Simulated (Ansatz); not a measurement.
CsF, triplet, at the geometry of the source list (a higher spin typed on purpose: for a closed-shell molecule this is an excited state) (core potentials on Cs). Base run: HF/def2-SV(P) (Ansatz, a quantum-chemistry and plane-wave program).

Ansatz was given this input:
Ansatz 0.2 input:
```yaml
crystal:
  periodic: [false, false, false]
  atoms:
    - {symbol: Cs, position_ang: [-0.62190000, -0.51290000, -0.84010000]}
    - {symbol: F, position_ang: [0.62190000, 0.51290000, 0.84010000]}
basis:
  gaussian:
    orbitals: def2-SV_P_.json
hamiltonian:
  xc: hf
magnetization: {spin_polarized: true, initial_magnetization: 2}
```
The basis file holds def2-SV(P) in the JSON format of the Basis Set Exchange.

Each row names what was changed in the base input (with any setting that the change needs).

```csv
change,basis functions,E (Eh)
base,38,-119.10286
basis = ANO-RCC-VDZP; relativity = spin-free X2C; nucleus = Gaussian,61,-7882.23115
basis = jorge-DZP-DKH; relativity = none,56,-7541.46235
basis = jorge-DZP-DKH; relativity = spin-free X2C; nucleus = Gaussian,56,-7880.18978
basis = ANO-RCC-VDZP; relativity = spin-free X2C,61,-7882.53694
basis = jorge-DZP-DKH; relativity = spin-free X2C,56,-7880.44529
basis = x2c-SVPall; relativity = spin-free X2C,68,-7882.34987
basis = x2c-SVPall; relativity = spin-free X2C; nucleus = Gaussian,68,-7882.10689
basis = ANO-RCC-VDZP; relativity = none,61,-7346.80154
basis = x2c-SVPall; relativity = none,68,-7398.33285
```

Totals shift with the method and basis; they matter in differences.

Ansatz warned in this series: the basis is contracted for relativity, which the run leaves out.

Basis sets contracted for a relativistic Hamiltonian are a mismatch without it, so the rows without relativity aren't non-relativistic limits. No row has spin-orbit coupling; sets with core potentials leave out the core electrons.
